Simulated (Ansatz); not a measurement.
`C=CNC` and `C=C[NH][Zn][CH3]` differ in one atom or group.

Ansatz, PBE0-D4/def2-TZVP geometries, multiplicity 1. Each molecule was computed in one conformer, which needn't be the lowest.

Scalar relativity is left out up to krypton.

```tsv
property	`C=CNC`
size of the dipole moment (B3LYP/def2-TZVPP) / D	1.58
HOMO–LUMO gap (PBE0/def2-TZVPP) / eV	6.71
HOMO energy (PBE/def2-TZVPP) / eV	-4.62
LUMO energy (B3LYP/def2-TZVPP) / eV	0.69
HOMO energy (B3LYP/def2-TZVPP) / eV	-5.56
HOMO–LUMO gap (ωB97M-V/def2-TZVPP) / eV	10.73
```

(1) What does the change do to each property? (Best estimate.)

Answers

(1) The calculation gave: 
```csv
property,`C=C[NH][Zn][CH3]`,shift
size of the dipole moment (B3LYP/def2-TZVPP) / D,2.05,0.47
HOMO–LUMO gap (PBE0/def2-TZVPP) / eV,5.30,-1.41
HOMO energy (PBE/def2-TZVPP) / eV,-4.39,0.23
LUMO energy (B3LYP/def2-TZVPP) / eV,-0.45,-1.14
HOMO energy (B3LYP/def2-TZVPP) / eV,-5.26,0.30
HOMO–LUMO gap (ωB97M-V/def2-TZVPP) / eV,8.74,-1.99
```

With PBE0 the HOMO rises by 0.31 eV and the LUMO falls by 1.10 eV, so the gap narrows by about 1.41 eV. PBE moves the HOMO by 0.23 eV and ωB97M-V by 0.31 eV. Dipoles are sizes alone; their direction can turn.

B3LYP here is the variant with VWN-RPA as its local correlation; programs differ in this.
